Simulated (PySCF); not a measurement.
Species: C3H7NOSi.
Atom-mapped SMILES: `[O:1]=[CH:2][NH:3][SiH:4]1[CH2:5][CH2:6]1` (hydrogens: H7 on C2; H8 on N3; H9 on Si4; H10, H11 on C5; H12, H13 on C6)

The same species was optimised twice, with GFN2-xTB and with PBE0-D3(BJ)/def2-SVP (PySCF), and the same property calculations (PySCF, gas phase) were run on both structures.

```tsv
coordinate	GFN2-xTB	PBE0-D3(BJ)/def2-SVP	change
Si4–C6 (Å)	1.877	1.843	-0.034
Si4–C5 (Å)	1.881	1.849	-0.032
C2–N3 (Å)	1.339	1.363	+0.024
N3–Si4 (Å)	1.758	1.766	+0.008
C5–C6 (Å)	1.545	1.553	+0.008
O1=C2 (Å)	1.208	1.209	+0.001
C2–N3–Si4 (°)	113.5	119.2	+5.7
N3–Si4–C5 (°)	112.4	114.7	+2.3
O1–C2–N3 (°)	121.1	122.9	+1.8
N3–Si4–C6 (°)	117.5	119.1	+1.6
C5–Si4–C6 (°)	48.6	49.7	+1.1
Si4–C5–C6 (°)	65.6	64.9	-0.7
Si4–C6–C5 (°)	65.9	65.4	-0.5
O1–C2–N3–Si4 (°)	2	1	-1
C2–N3–Si4–C5 (°)	-152	-151	+1
```

Rotational constants: A = 7238, B = 1833, C = 1683 MHz (GFN2-xTB) against A = 7372, B = 1731, C = 1595 MHz (PBE0-D3(BJ)/def2-SVP). Point groups within 0.08 Å: C1 and C1.

On the GFN2-xTB structure: isotropic polarisability (au) 72.7 [B3LYP/def2-SVPD]; HOMO (eV) -6.59 [B3LYP/def2-SVPD]; LUMO (eV) -0.34 [B3LYP/def2-SVPD]; dipole (D) 3.20 [B3LYP/def2-SVPD]; HOMO (eV) -6.79 [PBE0/pcSseg-1]; LUMO (eV) 0.11 [PBE0/pcSseg-1]; dipole (D) 3.24 [PBE0/pcSseg-1]; GIAO shielding of O1 (ppm) -110.1 [PBE0/pcSseg-1]; GIAO shielding of C2 (ppm) 16.2 [PBE0/pcSseg-1]; GIAO shielding of N3 (ppm) 140.5 [PBE0/pcSseg-1]; GIAO shielding of Si4 (ppm) 461.7 [PBE0/pcSseg-1]; GIAO shielding of C5/C6 (mean) (ppm) 189.7 [PBE0/pcSseg-1].

Question: What do these properties become on the PBE0-D3(BJ)/def2-SVP structure?

Answer: 
| property | level | on GFN2-xTB | on PBE0-D3(BJ)/def2-SVP | change |
| --- | --- | --- | --- | --- |
| isotropic polarisability (au) | B3LYP/def2-SVPD | 72.7 | 73.8 | +1.1 |
| HOMO (eV) | B3LYP/def2-SVPD | -6.59 | -6.78 | -0.19 |
| LUMO (eV) | B3LYP/def2-SVPD | -0.34 | -0.39 | -0.05 |
| dipole (D) | B3LYP/def2-SVPD | 3.20 | 3.38 | +0.18 |
| energy, GFN2-xTB geometry as zero (kcal/mol) | B3LYP/def2-SVPD | 0.0 | -2.6 | -2.6 |
| HOMO (eV) | PBE0/pcSseg-1 | -6.79 | -6.97 | -0.18 |
| LUMO (eV) | PBE0/pcSseg-1 | 0.11 | 0.06 | -0.05 |
| dipole (D) | PBE0/pcSseg-1 | 3.24 | 3.40 | +0.16 |
| energy, GFN2-xTB geometry as zero (kcal/mol) | PBE0/pcSseg-1 | 0.0 | -2.2 | -2.2 |
| GIAO shielding of O1 (ppm) | PBE0/pcSseg-1 | -110.1 | -127.6 | -17.5 |
| GIAO shielding of C2 (ppm) | PBE0/pcSseg-1 | 16.2 | 15.9 | -0.3 |
| GIAO shielding of N3 (ppm) | PBE0/pcSseg-1 | 140.5 | 139.9 | -0.6 |
| GIAO shielding of Si4 (ppm) | PBE0/pcSseg-1 | 461.7 | 449.9 | -11.8 |
| GIAO shielding of C5/C6 (mean) (ppm) | PBE0/pcSseg-1 | 189.7 | 189.3 | -0.4 |

The heavy atoms differ by 0.073 Å rms after alignment. Among bonds between heavy atoms Si4–C6 changes most (-0.034 Å). Changes are differences of the printed values. Neither structure is proved a minimum here.

The values belong to the conformer `[O:1]=[CH:2][NH:3][SiH:4]1[CH2:5][CH2:6]1`: O1–C2–N3–Si4 1°, C2–N3–Si4–C5 -151°.
